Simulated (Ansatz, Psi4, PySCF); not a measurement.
Cl2Pb, triplet, geometry from GFN2-xTB (such geometries of metal compounds can be far from the true shape) (the spin is typed, not shown lowest) (core potentials on Pb), atoms displaced at random by about 0.03 Å a coordinate. Base run: PBE/def2-SVP, gradient run with PySCF.

The PySCF input:
```python
from pyscf import gto, scf, dft

mol = gto.M(
    atom='''
Pb    0.08561778   -0.02159218    0.72551589
Cl    0.77593368    1.15237358   -1.68661514
Cl   -0.96099419   -0.83101528   -1.67923805
''',
    basis='def2-svp',
    ecp={'Pb': 'def2-svp'},
    spin=2,
    verbose=4,
)

mf = dft.UKS(mol)
mf.xc = 'pbe'
mf.kernel()
g = mf.nuc_grad_method()
grad = g.kernel()
```

Programs used: Ansatz (a program for electronic structure), Psi4, PySCF; a row that names a program was run with it.

The coordinate followed is z of atom 1.

Each row names what was changed in the base input (with any setting that the change needs).

```csv
change,dE/dx (Eh/bohr),net force (Eh/bohr)
base,0.008224,0.000180
conv_tol = 1e-11,0.008223,0.000180
finite difference step (bohr) = 1e-5; conv_tol = 1e-11,0.008225,-
code = ansatz,0.008224,0.000000
finite difference step (bohr) = 0.2; conv_tol = 1e-11,0.007332,-
finite difference step (bohr) = 0.01; conv_tol = 1e-11,0.008222,-
grids.level = 1; grid_response = on,0.008108,0.000000
grids.level = 0; grid_response = off,0.008950,0.005743
finite difference step (bohr) = 0.05; conv_tol = 1e-11,0.008169,-
code = psi4,0.008251,0.000123
grids.level = 0; grid_response = on,0.009263,0.000000
finite difference step (bohr) = 1e-4; conv_tol = 1e-11,0.008225,-
```

The net force is zero for an exact gradient.

Open shells are given as the SCF converged; they aren't shown to be the lowest states, and a large step between rows can be another state.
